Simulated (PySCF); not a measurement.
[EuOF]− at several levels of theory

Computed with PySCF 2.14.0 (density fitting, no spin-orbit coupling) at the geometry relaxed with PBE0:

```xyz
3
[EuOF]− (singlet in the valence; each metal's 4f electrons, 7 of them, lie in its core potential, out of spins and levels)
Eu    0.0238    0.0000   -0.3072
O     1.7792    0.0000    0.7253
F    -1.9082    0.0000    0.8197
```

```tsv
level	basis	state	HOMO (eV)	gap (eV)	charge on Eu1 (e)	population of f-type functions on Eu1 (polarisation alone where 4f lies in the core)	dipole about the centre of mass (D)	largest force component (eV/Å)
PBE0	Eu lcecp-0-SVP with ECP53, O def2-SVP, F def2-SVP	singlet	–	–	0.25	0.05	8.12	0.01
HF	the same	singlet	–	–	0.64	0.05	10.01	0.47
PBE0	Eu lcecp-0-TZVP with ECP53, O def2-TZVP, F def2-TZVP	singlet	–	–	0.62	0.06	8.70	0.56
```

In the lcecp rows the 4f levels are missing from HOMO and gap, and the state counts the valence alone.

Charges are Mulliken's, which hang on the basis. The relaxation used the grid (50, 194), these runs (75, 302) or, all-electron (x2c bases, spin-free X2C Hamiltonian), (99, 590).

(1) What does BP86 with Eu lcecp-0-SVP with ECP53, O def2-SVP, F def2-SVP give here?

The gap of the closed shell is small, and it wasn't tested for a lower spin-broken solution at this geometry. An lcecp potential fixes the number of 4f electrons, so in runs with it no electron can move into or out of that shell.

Small gap, closed shell not tested for a spin-broken solution: BP86.

Answers

(1) state singlet, charge on Eu1 (e) 0.07, population of f-type functions on Eu1 (polarisation alone where 4f lies in the core) 0.05, dipole about the centre of mass (D) 6.72, largest force component (eV/Å) 0.58. Time: 3.3 s on 2 threads of Arm Neoverse N1, with other jobs on the host, from an already converged density.
